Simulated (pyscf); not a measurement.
Structures and frequencies: ωB97X-D3(BJ)/def2-SVP in PySCF. MP2 and CC: frozen core, UHF for open shells. ΔMP2 is the change of the MP2 total energy from the triple- to the quadruple-zeta basis.

What is the homolytic dissociation enthalpy (298 K, CCSD(T)/def2-TZVPP + ΔMP2(QZVPP)) of the Mg–O bond of H₂N–Mg–O–SiH₃, to [H₂N–Mg]• + •O–SiH₃?

Mg–O to [H₂N–Mg]• + •O–SiH₃: 121.5 kcal/mol. The radicals are drawn with the spin at the cut bond; how far it spreads was not checked. •O–SiH₃ lies 24.9 kcal/mol over its isomer HO–SiH₂• (electronic energy, ωB97M-D3(BJ)/def2-TZVP). Other isomers of [H₂N–Mg]• were not searched in full and may lie lower. The CCSD(T) − MP2 part came from Ansatz, without density fitting, on the same reference. The frozen core leaves the outer d or s,p core shells of the metals and heavy elements correlated in the MP2 and CC values, and def2-TZVPP describes them poorly, which can shift differences by a few kcal/mol.
